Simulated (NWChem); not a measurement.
All runs are NWChem calculations. System: CHI2, charge 0, spin multiplicity 2, at a geometry optimised with UPBE0/def2-SVP with def2 effective core potentials on I. The structure started from a generated list of species. Its SCF solution wasn't tested for a lower state. Level: UHF/def2-SVPD with def2 effective core potentials on I.

The NWChem input:

```
start mol
memory heap 200 mb stack 900 mb global 1100 mb
geometry units angstroms nocenter noautoz
  I      0.069073    -0.002926     1.812305
  C     -0.891137     0.063675     0.000000
  I      0.069073    -0.002926    -1.812305
  H     -1.974915    -0.071843     0.000000
  symmetry group Cs
end
basis spherical
  * library def2-svpd
end
ecp
  I library def2-ecp
end
scf
  uhf
  nopen 1
  maxiter 100
  thresh 1e-7
  semidirect memsize 60000000 filesize 0
  # guess.movecs holds the orbitals of an unrestricted PBE0 run
  vectors input guess.movecs output mol.movecs
end
task scf energy
```

Part of the output:

```
             Northwest Computational Chemistry Package (NWChem) 7.3.0
             --------------------------------------------------------

                                NWChem Input Module
                                -------------------

 Scaling coordinates for geometry "geometry" by  1.889725989
 (inverse scale =  0.529177249)

 Turning off AUTOSYM since
 SYMMETRY directive was detected!

                             Geometry "geometry" -> ""
                             -------------------------

 Output coordinates in angstroms (scale by  1.889725989 to convert to a.u.)

  No.       Tag          Charge          X              Y              Z
 ---- ---------------- ---------- -------------- -------------- --------------
    1 I                   53.0000     0.06907300    -0.00292600     1.81230500
    2 C                    6.0000    -0.89113700     0.06367500     0.00000000
    3 I                   53.0000     0.06907300    -0.00292600    -1.81230500
    4 H                    1.0000    -1.97491500    -0.07184300     0.00000000

 Effective nuclear repulsion energy (a.u.)     597.5464273180

            Nuclear Dipole moment (a.u.)
            ----------------------------
        X                 Y               Z
 ---------------- ---------------- ----------------
     0.0000018897     0.0000963760     0.0000000000

      Symmetry information
      --------------------

 Group name             Cs
 Group number              2
 Group order               2
 No. of unique centers     3

      Symmetry unique atoms

     1    2    4


 Summary of "ao basis" -> "" (spherical)
 ------------------------------------------------------------------------------
       Tag                 Description            Shells   Functions and Types
 ---------------- ------------------------------  ------  ---------------------
 *                         def2-svpd                  on all atoms

 Summary of "ao basis" -> "ao basis" (spherical)
 ------------------------------------------------------------------------------
       Tag                 Description            Shells   Functions and Types
[...]
  ----- ------------  ---------------      ----- ------------  ---------------
    39      0.408486  2 C  s                 41     -0.362421  2 C  py
    44     -0.333444  2 C  py                 5     -0.209642  1 I  s
    60     -0.209642  3 I  s                 16      0.189523  1 I  py
    71      0.189523  3 I  py                97     -0.185824  4 H  py
    32      0.176799  1 I  d -1              87     -0.176799  3 I  d -1

 center of mass
 --------------
 x =   0.03432823 y =  -0.00036070 z =   0.00000000

 moments of inertia (a.u.)
 ------------------
        2977.024575956200           2.100834564014           0.000000000000
           2.100834564014        3028.901964633433           0.000000000000
           0.000000000000           0.000000000000          52.277484018295

  Mulliken analysis of the total density
  --------------------------------------

    Atom       Charge   Shell Charges
 -----------   ------   -------------------------------------------------------
    1 I   25    24.75   1.83  0.22  1.23  0.66 -0.01  2.93  3.12  2.55  2.12  0.05  9.83  0.23 -0.00
    2 C    6     6.54   1.99  0.90  0.39 -0.10  1.84  1.35  0.03  0.14
    3 I   25    24.75   1.83  0.22  1.23  0.66 -0.01  2.93  3.12  2.55  2.12  0.05  9.83  0.23 -0.00
    4 H    1     0.97   0.73  0.15  0.03  0.06

  Mulliken analysis of the alpha density
  --------------------------------------

    Atom       Charge   Shell Charges
 -----------   ------   -------------------------------------------------------
    1 I   25    12.34   0.91  0.11  0.62  0.33 -0.01  1.47  1.56  1.26  1.04  0.02  4.91  0.12 -0.00
    2 C    6     3.91   0.99  0.50  0.24 -0.05  1.26  0.89  0.01  0.06
    3 I   25    12.34   0.91  0.11  0.62  0.33 -0.01  1.47  1.56  1.26  1.04  0.02  4.91  0.12 -0.00
    4 H    1     0.42   0.34  0.03  0.02  0.03

   Mulliken analysis of the beta density
   -------------------------------------

    Atom       Charge   Shell Charges
 -----------   ------   -------------------------------------------------------
    1 I   25    12.41   0.91  0.11  0.61  0.34  0.00  1.46  1.56  1.29  1.07  0.02  4.91  0.11 -0.00
    2 C    6     2.63   0.99  0.40  0.15 -0.05  0.58  0.46  0.02  0.08
    3 I   25    12.41   0.91  0.11  0.61  0.34  0.00  1.46  1.56  1.29  1.07  0.02  4.91  0.11 -0.00
    4 H    1     0.55   0.39  0.12  0.01  0.03

   Mulliken analysis of the spin density
   -------------------------------------

    Atom       Charge   Shell Charges
 -----------   ------   -------------------------------------------------------
    1 I   25    -0.07  -0.00  0.00  0.00 -0.01 -0.01  0.00 -0.00 -0.04 -0.03 -0.00  0.00  0.01  0.00
    2 C    6     1.28   0.00  0.10  0.09  0.01  0.68  0.43 -0.00 -0.02
    3 I   25    -0.07  -0.00  0.00  0.00 -0.01 -0.01  0.00 -0.00 -0.04 -0.03 -0.00  0.00  0.01  0.00
    4 H    1    -0.14  -0.05 -0.08  0.01 -0.01

       Multipole analysis of the density wrt the origin
       ------------------------------------------------

     L   x y z        total         alpha         beta         nuclear
     -   - - -        -----         -----         ----         -------
     0   0 0 0     -0.000000    -29.000000    -28.000000     57.000000

     1   1 0 0     -0.268265      4.278664      2.762696     -7.309625
     1   0 1 0     -0.039291     -0.294655     -0.054375      0.309739
     1   0 0 1     -0.000000     -0.000000     -0.000000      0.000000

     2   2 0 0    -43.379312    -39.127182    -36.047437     31.795307
     2   1 1 0      0.105719      0.718141      0.132789     -0.745211
     2   1 0 1      0.000000      0.000000      0.000000      0.000000
     2   0 2 0    -46.373356    -24.392694    -22.087496      0.106834
     2   0 1 1      0.000000      0.000000     -0.000000      0.000000
     2   0 0 2    -43.102275   -315.624550   -313.926729    586.449004

 Task  times  cpu:        1.6s     wall:        1.6s

 Total times  cpu:        1.7s     wall:        1.7s
```
